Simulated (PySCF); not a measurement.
**Polarisability and C₆ of Xe⁺ (xenon, charge +1)**

[Kr] 4d10 5s2 5p4 5d1, one real determinant (an excited configuration). Calculation: PySCF 2.14, in aug-cc-pVQZ-PP with one added diffuse shell each of s, p, d, f, g type with ECP28MDF (8s8p6d4f3g, 117 functions); scalar relativity through the core potential. Coupled (time-dependent) response in atomic units; α is the mean over directions.

| method | mean α (bohr³) | α xx, yy, zz | C₆ (like pair) | S(−4) |
| --- | --- | --- | --- | --- |
| TPSSh | 58.96 | 75.58, 25.71, 75.58 | 472.0 | 5095 |

S(−4) is the Cauchy moment in α(ω) = α(0) + S(−4) ω² + …

Spin-orbit coupling is absent.

α(iu) at TPSSh:

| u (hartree) | α(iu) (bohr³) |
| --- | --- |
| 0 | 58.96 |
| 0.0500 | 49.64 |
| 0.100 | 37.82 |
| 0.200 | 25.49 |
| 0.300 | 19.19 |
| 0.500 | 12.34 |
| 0.750 | 7.946 |
| 1.00 | 5.527 |
| 1.50 | 3.147 |
| 2.00 | 2.071 |
| 3.00 | 1.137 |
| 5.00 | 0.5174 |

A single London oscillator, α(iu) = α/(1 + u²/ω²), gives C₆ = (3/4) ω α². Matching the computed C₆ needs ω = 4 × 472.0 / (3 × 58.96²) = 0.181 hartree.

For an ion, C₆ is the dispersion term alone; charge-induced terms of lower order in 1/R come first.

The components differ because the open shell of this determinant is not spherical; for a pure term their mean is the scalar polarisability.

⟨L²⟩ = 8.04 against 12 for a pure F term, so this real determinant mixes terms. Energies and moments cover only the electrons outside the core potential. The outer electron is Rydberg-like, and this basis confines it to a smaller radius and binds it less than a complete one would.
